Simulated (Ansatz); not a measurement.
Calculated with Ansatz (gas phase, PBE0-D4/def2-TZVP geometries, no zero-point term in ΔE). CBS: MP2 limit from def2 TZ/QZ plus the TZ coupled-cluster correction, frozen cores. This one scheme is used for every species. Functionals use def2-TZVPP. B3LYP here is the variant with VWN-RPA as its local correlation; programs differ in this. One conformer a species, not always the lowest.

`C[SiH](F)N[SiH3]` + H₂ → `F[SiH2]N[SiH3]` + CH₄  (hydrogenolysis of the Si–C bond)

`C[SiH](F)N[SiH3]`:

Cartesian coordinates in Å:
```
C -1.407 -1.212 -0.191
Si -0.084 -0.394 -1.193
F -0.811 0.681 -2.140
N 1.105 0.352 -0.210
Si 0.948 1.224 1.276
H -0.985 -1.986 0.454
H -1.933 -0.491 0.439
H -2.142 -1.678 -0.851
H 0.621 -1.324 -2.108
H 2.023 0.389 -0.632
H 1.367 2.644 1.127
H 1.779 0.620 2.351
H -0.480 1.174 1.678
```

H₂:

Cartesian coordinates in Å:
```
H -0.302 0.059 0.211
H 0.302 -0.059 -0.211
```

`F[SiH2]N[SiH3]`:

```xyz
10

F     1.686    0.051   -1.921
Si    0.537    0.863   -1.157
N     0.316    0.332    0.449
Si   -0.703   -0.947    1.023
H     0.973    2.278   -1.148
H    -0.713    0.631   -1.911
H     0.930    0.749    1.136
H     0.084   -2.089    1.560
H    -1.510   -1.402   -0.137
H    -1.600   -0.465    2.106
```

CH₄:

Cartesian coordinates in Å:
```
C 0.000 0.000 0.000
H -0.398 -0.427 0.920
H 0.874 -0.569 -0.316
H 0.285 1.037 0.175
H -0.761 -0.041 -0.779
```

```json
{"level": "PBE-D4", "ΔE (kJ/mol)": "-13.8", "difference from CCSD(T)/CBS": "3.0"}
{"level": "r2SCAN-D4", "ΔE (kJ/mol)": "-13.9", "difference from CCSD(T)/CBS": "2.9"}
{"level": "PBE0-D4", "ΔE (kJ/mol)": "-16.1", "difference from CCSD(T)/CBS": "0.7"}
{"level": "B3LYP-D4", "ΔE (kJ/mol)": "-18.7", "difference from CCSD(T)/CBS": "-1.9"}
{"level": "ωB97X-V", "ΔE (kJ/mol)": "-18.3", "difference from CCSD(T)/CBS": "-1.5"}
{"level": "B2PLYP", "ΔE (kJ/mol)": "-24.6", "difference from CCSD(T)/CBS": "-7.8"}
{"level": "PBE", "ΔE (kJ/mol)": "-20.6", "difference from CCSD(T)/CBS": "-3.8"}
{"level": "r2SCAN", "ΔE (kJ/mol)": "-15.8", "difference from CCSD(T)/CBS": "1.0"}
{"level": "PBE0", "ΔE (kJ/mol)": "-22.1", "difference from CCSD(T)/CBS": "-5.3"}
{"level": "MP2/def2-TZVPP", "ΔE (kJ/mol)": "-15.4", "difference from CCSD(T)/CBS": "1.4"}
{"level": "SCS-MP2/def2-TZVPP", "ΔE (kJ/mol)": "-22.0", "difference from CCSD(T)/CBS": "-5.2"}
{"level": "CCSD/def2-TZVPP", "ΔE (kJ/mol)": "-23.1", "difference from CCSD(T)/CBS": "-6.3"}
{"level": "CCSD(T)/def2-TZVPP", "ΔE (kJ/mol)": "-19.2", "difference from CCSD(T)/CBS": "-2.4"}
{"level": "SCS-MP2/def2-QZVPP", "ΔE (kJ/mol)": "-20.6", "difference from CCSD(T)/CBS": "-3.8"}
{"level": "HF/CBS(def2)", "ΔE (kJ/mol)": "-41.2", "difference from CCSD(T)/CBS": "-24.4"}
{"level": "MP2/CBS(def2)", "ΔE (kJ/mol)": "-13.0", "difference from CCSD(T)/CBS": "3.8"}
{"level": "CCSD(T)/CBS", "ΔE (kJ/mol)": "-16.8", "difference from CCSD(T)/CBS": "0"}
```

Largest T1 diagnostic among the species: 0.011.

The D4 term adds +10.7 kJ/mol with B3LYP and +6.0 kJ/mol with PBE0; it sums over pairs of atoms, weighted by their polarisabilities, and B3LYP, whose exchange is more repulsive, gets the larger term. In def2-TZVPP, CCSD(T) changes the Hartree–Fock value by +21.9 kJ/mol (the triples alone add +3.9 kJ/mol) and MP2 by +25.7 kJ/mol.
